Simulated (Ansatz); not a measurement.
Basis-set series for CH$_{4}$BFOS, SMILES `OBC(F)S`. The species carries charge 0 and has multiplicity 1. All single points use the PBE0-D4/def2-TZVP geometry. It is one conformer, not always the lowest.

| functional | basis | functions | energy (Eh) | HOMO (eV) | LUMO (eV) |
| --- | --- | --- | --- | --- | --- |
| PBE0-D4 | def2-TZVPP | 222 | -638.38541 | -7.67 | -0.80 |
| PBE0-D4 | def2-QZVPP | 418 | -638.41089 | -7.71 | -0.89 |
| ωB97M-V | def2-TZVPP | 222 | -638.67967 | -9.91 | 1.14 |
| ωB97M-V | def2-QZVPP | 418 | -638.70396 | -9.96 | 0.94 |

(1) Give the rows for def2-SVP. (Best estimate.)

## Answers

(1) Ansatz gave: 
```tsv
functional	basis	functions	energy (Eh)	HOMO (eV)	LUMO (eV)
PBE0-D4	def2-SVP	94	-637.96008	-7.49	-0.55
ωB97M-V	def2-SVP	94	-638.24748	-9.71	1.53
```

Positive LUMOs are unbound and depend on the basis.
